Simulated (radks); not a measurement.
All-electron atom: Pb+ in [Hg] 6p0.75 5f0.25 (fractional occupations, a model configuration). Method: scalar-relativistic Kohn-Sham, TASK exchange with Perdew-Wang LDA correlation, spin-polarised, spherical densities, finite nucleus; open shells are filled with parallel spins first (spin-orbit coupling, left out, can overturn this in heavy ions); meta-GGA in the generalised Kohn-Sham scheme; Fermi nuclear charge, rms radius 5.5012 fm; computed with a radial shooting solver on a logarithmic mesh with Libxc functionals. Some entries of the table are withheld. Estimate them.

orbital  occ.  eigenvalue (Ry)  <r^2> (bohr^2)
1s up       1        -6482.552       0.0003578
1s down     1        -6482.551       0.0003578
2s up       1        -1162.937        0.005429
2s down     1        -1162.937        0.005429
2p up       3        -997.9597        0.004623
2p down     3        -997.9591        0.004623
3s up       1        -280.7167         0.03492
3s down     1        -280.7163         0.03492
3p up       3        -233.2578         0.03617
3p down     3        -233.2574         0.03617
3d up       5        -184.5869         0.02998
3d down     5        -184.5866         0.02998
4s up       1        -64.65896          0.1671
4s down     1        -64.65828          0.1671
4p up       3        -49.02522          0.1914
4p down     3        -49.02442          0.1914
4d up       5        -30.81150          0.2148
4d down     5        -30.81055          0.2147
5s up       1        -11.65868          0.8245
5s down     1        -11.65695          0.8249
4f up       7        -10.64989          0.2468
4f down     7        -10.64878          0.2468
5p down     3              (1)           1.088
5p up       3              (2)           1.087
5d up       5         -2.32975           1.972
5d down     5         -2.32344           1.934
6s up       1              (3)           5.619
6s down     1              (4)           5.269
6p up    0.75         -0.82044           9.005
5f up    0.25         -0.09856           216.1

Answer. 
(1) 5p down eigenvalue (Ry): -7.27331
(2) 5p up eigenvalue (Ry): -7.27330
(3) 6s up eigenvalue (Ry): -1.63363
(4) 6s down eigenvalue (Ry): -1.55588
